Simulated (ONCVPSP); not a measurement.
Varying the ONCV potential for Cl

Base potential:

* Element: Cl (Z = 17)
* Generator: ONCVPSP 4.0.1
* Type: optimised norm-conserving Vanderbilt (ONCV)
* Functional: PBE
* Relativity: non-relativistic
* Frozen core: [Ne]
* Valence charge: 7
* Reference configuration: 3s2 3p4.5 (charge +0.5)
* Partial waves: 3s: rc 1.30 bohr, ncon 4, nbas 7, qcut 4.7 1/bohr, 2 projectors, debl 2.6 Ha; 3p: rc 1.30 bohr, ncon 4, nbas 8, qcut 6.2 1/bohr, local
* Local potential: the p channel
* Core correction: Teter function, fcfact 5, rcfact 1.75

All-electron outer shells of the reference configuration (PBE, non-relativistic, ld1.x):

```tsv
shell	level (eV)	outermost node (bohr)	outermost maximum (bohr)
2s	-257.09	0.12	0.36
2p	-197.69	–	0.30
3s	-26.02	0.56	1.27
3p	-13.82	0.53	1.41
```

Cutoffs, loose and tight: the cutoffs (Ha) at which the residual kinetic energy of the hardest occupied pseudo-wave falls to 1 and 0.1 mHa per electron. They do not see the model core or the augmentation charge, which bear on the density cutoff. Test errors are all-electron minus pseudo excitation energies from the reference, over the configurations 3s2 3p5; 3s2 3p4; 3s2 3p3; 3s1 3p6. A dash means not determined; rows that change the core or the reference have their own tests.

| change | outcome | cutoff, loose | cutoff, tight | bound ghosts | GHOST(+) flags above zero | largest test error (meV) |
| --- | --- | --- | --- | --- | --- | --- |
| base | generated | 43 Ha | 66 Ha | none | none | +2.2 |
| all radii but the core radius scaled by about 0.77 (s 1.00, p 1.00 bohr) | failed: optimize: ERROR ps0norm > uunorm, code will stop | – | – | – | – | – |
| all radii but the core radius scaled by about 0.83 (s 1.08, p 1.08 bohr) | generated | 49 Ha | 165 Ha | none | s | +2.7 |
| all radii but the core radius scaled by about 0.91 (s 1.18, p 1.18 bohr) | generated | 28 Ha | 63 Ha | none | s | +2.2 |
| all radii but the core radius scaled by about 1.09 (s 1.42, p 1.42 bohr) | generated | 41 Ha | 58 Ha | none | none | +2.8 |
| all radii but the core radius scaled by about 1.14 (s 1.48, p 1.48 bohr) | generated | 34 Ha | 53 Ha | none | none | -3.3 |
| all radii but the core radius scaled by about 1.22 (s 1.58, p 1.58 bohr) | generated | 21 Ha | 46 Ha | none | none | -5.1 |
| all radii but the core radius scaled by about 1.25 (s 1.62, p 1.62 bohr) | generated | 19 Ha | 44 Ha | none | none | -5.9 |

Q: What comes out with this change to the base: all radii but the core radius scaled by about 1.31 (s 1.70, p 1.70 bohr)?

A: outcome: generated; cutoff, loose: 12 Ha; cutoff, tight: 39 Ha; bound ghosts: none; GHOST(+) flags above zero: none; largest test error (meV): -7.9.

Q: What comes out with this change to the base: all radii but the core radius scaled by about 0.95 (s 1.24, p 1.24 bohr)?

A: outcome: generated; cutoff, loose: 31 Ha; cutoff, tight: 68 Ha; bound ghosts: none; GHOST(+) flags above zero: none; largest test error (meV): +2.1.

Reading the sweep of the scale of all radii but the core radius (base = 1) (base included, trends over the rows without a ghost): The loose cutoff is not monotonic: lowest 12 Ha at 1.31, highest 49 Ha at 0.83. The median size of the test errors (rows with all tests solved) rises from 0.7 meV at 0.83 to 3.9 meV at 1.31. More of the atom is replaced by a form fitted at one configuration, so other configurations suffer as the radius grows. The generation fails at 0.77.
